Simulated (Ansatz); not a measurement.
Frontier orbitals of C2H5ClGeO (`ClC1[CH2][GeH2][O]1`).

```
atom   x (Å)   y (Å)   z (Å)
 Cl1   0.474   1.858  -1.578
  C2   0.636   0.894  -0.044
  C3  -0.744   0.402   0.422
 Ge4  -0.081  -1.366  -0.103
  O5   1.372  -0.265  -0.258
  H6   1.154   1.572   0.636
  H7  -0.873   0.502   1.500
  H8  -1.592   0.834  -0.100
  H9   0.156  -2.440   0.969
 H10  -0.500  -1.989  -1.443
```

The species carries charge 0 and has multiplicity 1. Correlated methods include outer-core shells of Ge, which these sets cover unevenly. Scalar relativity is left out up to krypton. All single points use the PBE0-D4/def2-TZVP geometry. Basis def2-TZVPP, Ansatz 0.2.0.

Orbital energies of one run (eV). Highest occupied ones, from the top: -8.18, -8.51, -8.83, -9.07, -9.81, -10.64, -11.53, -12.85, -13.50, -14.28, -15.30, -17.93, -21.23, -23.79. Empty: -0.50, 0.92, 1.19, 1.47, 2.20, 2.80.

(1) Which functional gave them?
A. BLYP
B. r2SCAN0
C. revPBE
D. ωB97X-V

Results:

(1) B. HOMO energies: r2SCAN0 -8.18, ωB97X-V -10.36, revPBE -6.50, BLYP -6.43 eV.
